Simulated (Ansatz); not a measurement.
Species: [Nb(Cl)(F)4] (charge 0, multiplicity 1).

### Question
Give a relaxed geometry from PBE-D3(BJ)/def2-SVP in Ansatz (a program for electronic structure).

### Answer
the end point of this relaxation.
Cartesian coordinates (Å) in one orientation:
```xyz
6

Nb    -0.026    -0.023     0.038
Cl    -1.170    -1.026     1.715
F      0.852    -1.381    -0.900
F     -0.361     1.811     0.181
F      1.665     0.389     0.721
F     -1.180     0.036    -1.431
```
